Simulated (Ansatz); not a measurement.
Program: Ansatz 0.2.0.

`N#[C][Sn]([Cl])([Cl])[Cl]` at its PBE0-D4/def2-TZVP geometry, where that method's forces vanish. The species carries charge 0 and has multiplicity 1. Sn: def2 effective core potential.

```tsv
atom	x (Å)	y (Å)	z (Å)
N1	1.4772	-2.2118	0.5768
C2	0.8499	-1.2781	0.3312
Sn3	-0.2812	0.4205	-0.1099
Cl4	0.8878	1.7291	-1.5700
Cl5	-0.6766	1.5680	1.8235
Cl6	-2.2570	-0.2277	-1.0516
```

For each bond, give half the difference of the two atoms' forces along it (eV/Å; positive pushes the atoms apart) under PBE-D4, r2SCAN-D4, B3LYP-D4, ωB97M-V in def2-TZVPP. (Estimate.)

The calculation gave: 
```
   bond  length (Å)  PBE-D4  r2SCAN-D4  B3LYP-D4  ωB97M-V
  N1–C2       1.151    1.45       0.54     -0.03    -0.23
 C2–Sn3       2.088   -0.71      -0.26      0.00     0.11
Sn3–Cl4       2.283    0.23       0.07      0.20    -0.03
Sn3–Cl5       2.283    0.24       0.07      0.20    -0.03
Sn3–Cl6       2.283    0.23       0.07      0.20    -0.03
```

B3LYP here is the variant with VWN-RPA as its local correlation; programs differ in this.
